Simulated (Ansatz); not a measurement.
Two isomers of CH3FSSi: A = `F[SiH2]C=S`, B = `F[SiH]1CS1`.

Gas-phase electronic energies from Ansatz, PBE0-D4/def2-TZVP geometries. CCSD(T)/CBS is the MP2 limit (def2-TZVPP, def2-QZVPP) plus CCSD(T) − MP2 in def2-TZVPP, frozen cores. Functionals use def2-TZVPP. B3LYP here is the variant with VWN-RPA as its local correlation; programs differ in this. One conformer a species, not always the lowest.

(1) Which isomer does CCSD(T)/CBS put lower? Give the gap. (Best estimate.)

(2) Give E(B) − E(A) in kJ/mol with ωB97M-V, CCSD/def2-TZVPP, CCSD(T)/def2-TZVPP, PBE-D4, HF/def2-TZVPP, B2PLYP, B3LYP-D4. (An estimate is asked.)

(3) Does the order hold for the free energy at 298.15 K (harmonic terms from PBE0-D4)? (An estimate is asked.)

Largest T1 diagnostic: 0.015.

Results:

(1) Computed: B, by 90.3 kJ/mol.

(2) Computed: ωB97M-V -98.8, CCSD/def2-TZVPP -85.5, CCSD(T)/def2-TZVPP -84.7, PBE-D4 -104.6, HF/def2-TZVPP -75.8, B2PLYP -86.5, B3LYP-D4 -85.3. None reverses the order clearly.

(3) Ansatz gave: Yes: G(B) − G(A) = -75.9 kJ/mol, for one conformer each.

From PBE to PBE0 (25 % exact exchange), in def2-TZVPP and without D4, E(B) − E(A) moves by −7.0 kJ/mol. In def2-TZVPP, CCSD(T) changes the Hartree–Fock value by −8.8 kJ/mol (the triples alone add +0.8 kJ/mol) and MP2 by −21.1 kJ/mol.
